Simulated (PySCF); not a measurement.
`[SiH]1(Cl)OCCO1`, C2H5ClO2Si

Molfile (atoms numbered from 1):
```
C2H5ClO2Si
     RDKit          3D

 11 11  0  0  0  0  0  0  0  0999 V2000
    2.9931   -0.3482    0.9306 Cl  0  0  0  0  0  0  0  0  0  0  0  0
    1.3033   -0.7546   -0.0266 Si  0  0  0  0  0  4  0  0  0  0  0  0
    0.0359   -0.8061    1.0068 O   0  0  0  0  0  0  0  0  0  0  0  0
   -1.0532   -0.0735    0.5177 C   0  0  0  0  0  0  0  0  0  0  0  0
   -0.5233    0.9152   -0.5457 C   0  0  0  0  0  0  0  0  0  0  0  0
    0.7494    0.4817   -0.9439 O   0  0  0  0  0  0  0  0  0  0  0  0
    1.4031   -1.9547   -0.8334 H   0  0  0  0  0  0  0  0  0  0  0  0
   -1.5285    0.4442    1.3527 H   0  0  0  0  0  0  0  0  0  0  0  0
   -1.7697   -0.7687    0.0701 H   0  0  0  0  0  0  0  0  0  0  0  0
   -0.4304    1.9239   -0.1323 H   0  0  0  0  0  0  0  0  0  0  0  0
   -1.1743    0.9434   -1.4221 H   0  0  0  0  0  0  0  0  0  0  0  0
  1  2  1  0
  2  3  1  0
  3  4  1  0
  4  5  1  0
  5  6  1  0
  6  2  1  0
  2  7  1  0
  4  8  1  0
  4  9  1  0
  5 10  1  0
  5 11  1  0
M  END
```

Computed, not measured: GIAO CAM-B3LYP/pcSseg-1 magnetisability, rotational g tensor and spin-rotation constants, non-relativistic, gas phase (PySCF). Geometry: GFN2-xTB.

Question: Give the nuclear spin-rotation constants along the inertial axes (H = +C I·J) beside the isotropic shieldings.

Answer: Rotational constants 5.4943, 1.6793, 1.4720 GHz. A star marks the isotopologue with that one atom substituted, in its own axes.
```
atom  isotope  Caa (kHz)  Cbb (kHz)  Ccc (kHz)  mean (kHz)  σ (ppm)
 Cl1     35Cl      0.751      0.331      0.203       0.428    880.3
  H7       1H     -0.481     -0.161      0.071      -0.190     26.9
  H8       1H     -0.513     -0.104      0.011      -0.202     27.4
  H9       1H     -0.288     -0.145     -0.015      -0.149     27.6
 H10       1H     -0.577     -0.140      0.063      -0.218     27.4
 H11       1H     -0.082     -0.105     -0.108      -0.098     27.6
 Si2    29Si*     -3.447     -1.005     -0.976      -1.809    351.9
  O3     17O*     -0.733     -0.082     -0.134      -0.316    285.2
  C4     13C*      0.944      0.378      0.364       0.562    118.9
```
For the geometry as given, no vibrational averaging.

Question: How do the rotational constants and the g tensor change when H7, H8, H9, H10, H11 are replaced by deuterium?

Answer: Constants 4.7969, 1.5212, 1.3585 GHz; g -0.0424, -0.0135, -0.0119, against -0.0484, -0.0146, -0.0127 before.
